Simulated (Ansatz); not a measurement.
```xyz
3

C     0.0000    0.0000   -0.0974
H     0.0000    0.9236    0.2923
H     0.0000   -0.9236    0.2923
```

Basis set: 6-31G* (spherical functions). Left uncorrelated: 1 orbital. Charge 0, multiplicity 3.

Computed with Ansatz (development build ahead of 0.2.0); each method stands on the lowest determinant of its kind that the runs found.

The atomization energy at this shape (free ground-state atoms in the same class of orbitals less the molecule, no zero-point energy) of triplet CH₂:

```csv
method,atomization energy
UHF-MP2,696.4 kJ/mol
```

Question: What does UHF give?

Answer: 620.7 kJ/mol. Caution: the shape is not the minimum.
